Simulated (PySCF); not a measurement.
In(Cl)2(OH) (Cl2HInO), SMILES [Cl][In]([Cl])[OH]. Coordinates come from a PBE0-D3(BJ)/def2-SVP optimisation. The def2 effective core potentials stand for the cores of In; spin–orbit coupling is left out. One conformer was computed; it need not be the lowest.

Level of theory: PBE0-D3(BJ)/def2-SVP run with PySCF.

Harmonic wavenumbers (cm⁻¹): 91, 115, 116, 285, 361, 399, 627, 846, 3877. Rotational constants (GHz): 3.285, 1.763, 1.147; symmetry number 1.

Question: Work out the zero-point energy and the ideal-gas rigid-rotor harmonic-oscillator thermochemistry at 298.15 K and 1 atm.

Answer: ZPE = ½ Σ hcν = ½ × 6717 cm⁻¹ = 40.17 kJ/mol. H − E(el) = 59.21 kJ/mol. Entropy in J/(mol K): translation 174.99, rotation 118.29, vibration 59.22, total 352.50. G − E(el) = -45.89 kJ/mol. Cp = 83.92 J/(mol K). Modes under 150 cm⁻¹ make the vibrational entropy uncertain.
